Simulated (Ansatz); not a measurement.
The same path of BrH + Cl3FGe (7 atoms, charge 0, multiplicity 1) was run 3 times with different band settings. Lost on the way: Ge1–F2, Br6–H7. Made: Ge1–Br6, F2–H7.

All numbers below come from RKS B3LYP/def2-SVP in Ansatz.

Relaxed end points:

```xyz
7
Properties=species:S:1:pos:R:3
Ge 0.339 0.002 -0.466
F -0.326 0.000 1.142
Cl 2.460 -0.003 -0.256
Cl -0.365 1.765 -1.435
Cl -0.360 -1.764 -1.434
Br -3.395 0.000 2.849
H -2.098 0.000 2.240
```

```xyz
7
Properties=species:S:1:pos:R:3
Ge -0.495 -0.005 -0.745
F -0.229 0.019 3.464
Cl 1.317 -0.007 0.396
Cl -0.587 1.752 -1.973
Cl -0.585 -1.755 -1.983
Br -2.310 -0.011 0.701
H -0.857 0.008 2.781
```

Common settings: movable images 7; start path through a guess of the saddle point; force threshold 0.05 eV/Å; iteration limit 60; end points relaxed.

| run | climbing image | spring | optimiser |
| --- | --- | --- | --- |
| 1 | yes | 5.0 eV/Å² | quadratic models (default) |
| 2 | from the first iteration | 5.0 eV/Å² | lbfgs |
| 3 | yes | 0.1 eV/Å² | quadratic models (default) |

(1) What does each run give, and how far can it be trusted?

Results:

(1) Run 1: converged after 9 iterations, highest image 1.212 eV above the first end. A vibrational analysis at the climbing image gives one clearly imaginary mode, 398i cm⁻¹: a first-order saddle point.
Run 2: converged after 39 iterations, highest image 1.213 eV above the first end. Another band between the same ends (7 images) ends at a top of the same energy, where a vibrational analysis finds 1 clearly imaginary mode.
Run 3: converged after 12 iterations, highest image 1.213 eV above the first end. Another band between the same ends (7 images) ends at a top of the same energy, where a vibrational analysis finds 1 clearly imaginary mode.
The orbitals stay closed-shell, which can raise the energy where a bond breaks towards radicals; this wasn't checked here.
